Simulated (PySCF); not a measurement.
## Br⁺ (bromine, charge +1) across methods

[Ar] 3d10 4s1 4p4 4d1, one real determinant (an excited configuration). All numbers are calculated (PySCF 2.14, scalar relativity by spin-free X2C-1e, in aug-cc-pVQZ-DK).

```tsv
method	E (hartree)	mean ε 4p α (eV)	mean ε 4p β (eV)	mean ε 4d α (eV)	Σ⟨r²⟩ (bohr²)	⟨S²⟩
UHF	-2603.12724	-27.942	-21.491	-9.230	38.02	6.008
LC-wPBE	-2604.545	-26.359	-22.826	-9.266	37.44	6.002
wB97X	-2604.893	-25.795	-22.380	-8.842	37.64	6.002
r2SCAN	-2604.842	-22.422	-19.144	-6.391	37.94	6.005
PBE	-2604.515	-21.738	-19.028	-6.342	38.09	6.002
PBE0	-2604.569	-23.459	-19.990	-7.129	37.89	6.003
revPBE	-2604.706	-21.715	-18.957	-6.354	38.05	6.003
wB97X-V	-2604.626	-25.797	-22.435	-8.880	37.86	6.003
LDA	-2601.101	-21.849	-19.187	-6.277	38.17	6.002
```

⟨L²⟩ = 8.05 against 12 for a pure F term, so this real determinant mixes terms. The outer electron is Rydberg-like, and this basis confines it to a smaller radius and binds it less than a complete one would.
